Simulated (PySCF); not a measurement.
## Worked example: dipole moment from atomic charges

Ga(Br)(Me)(NH2) (CH₅BrGaN), SMILES [Br][Ga]([NH2])[CH3]. Atoms are numbered in the order given.

```xyz
9

Ga     0.5466     0.5322     0.1300
Br    -1.0877    -1.0633    -0.2564
C      0.5140     2.2330    -0.8383
H      0.5605     2.0414    -1.9212
H      1.3592     2.8747    -0.5480
H     -0.4291     2.7595    -0.6260
N      1.7556    -0.0013     1.3660
H      2.5491     0.5526     1.6747
H      1.7115    -0.9031     1.8317
```

Geometry optimised at TPSSh-D3(BJ)/def2-SVP. The structure was generated by enumeration; whether it is a known compound was not checked. The values are those of a single conformer.

Charges (e) from PBE0/def2-TZVP (PySCF):

| atom | IAO | ESP fit |
|---|---|---|
| Ga1 | 0.804 | 0.841 |
| Br2 | -0.298 | -0.323 |
| C3 | -0.742 | -0.700 |
| H4 | 0.170 | 0.160 |
| H5 | 0.162 | 0.197 |
| H6 | 0.170 | 0.160 |
| N7 | -0.812 | -1.164 |
| H8 | 0.270 | 0.424 |
| H9 | 0.275 | 0.406 |

The dipole moment of the full density is 2.93 D.

What dipole moment does each set of point charges give, and which comes closer to that of the density?


μ = Σ q r, and 1 e Å = 4.8032 D.
IAO: Σ q r = (0.358, 0.272, 0.128) e Å, |μ| = 2.24 D.
ESP fit: Σ q r = (0.472, 0.432, 0.127) e Å, |μ| = 3.13 D.
ESP fit comes closer in size. Point charges leave out the atoms' own dipoles (lone pairs, polarised bonds); fits to the potential absorb them, partitions of the density don't.
